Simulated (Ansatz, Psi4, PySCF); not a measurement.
HgI, charge +1, singlet, geometry from GFN2-xTB (such geometries of metal compounds can be far from the true shape) (core potentials on Hg, I). Base run: REVPBE/def2-TZVP run with PySCF.

Here is a job for PySCF.
```python
from pyscf import gto, scf, dft

mol = gto.Mole()
mol.atom = '''
    Hg   -0.00000000   -0.00000000   -1.01427299
    I     0.00000000    0.00000000    1.53097810
'''
mol.basis = 'def2-tzvp'
mol.ecp = {'Hg': 'def2-tzvp', 'I': 'def2-tzvp'}
mol.charge = 1
mol.verbose = 4
mol.build()

mf = dft.RKS(mol)
mf.xc = 'revpbe'
mf.kernel()
```

The same geometry, method and basis name were run in Ansatz (an electronic-structure program) and Psi4 and PySCF, at each program's defaults and at the settings that a row names. The base is PySCF at its defaults. Differences at the defaults can come from grids, fitting, cores and function types together.

```json
[
 {"code and settings": "PySCF, defaults (exact integrals, its default grid, spherical functions)", "ΔE vs base (mEh)": "0.000", "basis functions": "93", "E (Eh)": "-451.02908", "SCF cycles": "12"},
 {"code and settings": "Psi4, defaults (density fitting with its default set, its default grid, spherical functions)", "ΔE vs base (mEh)": "-0.009", "basis functions": "93", "E (Eh)": "-451.02909", "SCF cycles": "10"},
 {"code and settings": "Ansatz, defaults (factorised integrals, its default grid, spherical functions)", "ΔE vs base (mEh)": "-0.002", "basis functions": "93", "E (Eh)": "-451.02909", "SCF cycles": "-"},
 {"code and settings": "PySCF, density fitting with def2-universal-jkfit", "ΔE vs base (mEh)": "-0.007", "basis functions": "93", "E (Eh)": "-451.02909", "SCF cycles": "12"},
 {"code and settings": "PySCF, fine grid", "ΔE vs base (mEh)": "-0.002", "basis functions": "93", "E (Eh)": "-451.02908", "SCF cycles": "12"},
 {"code and settings": "Psi4, exact integrals, spherical functions, fine grid", "ΔE vs base (mEh)": "-0.003", "basis functions": "93", "E (Eh)": "-451.02909", "SCF cycles": "12"},
 {"code and settings": "Ansatz, high accuracy", "ΔE vs base (mEh)": "-0.003", "basis functions": "93", "E (Eh)": "-451.02909", "SCF cycles": "-"}
]
```
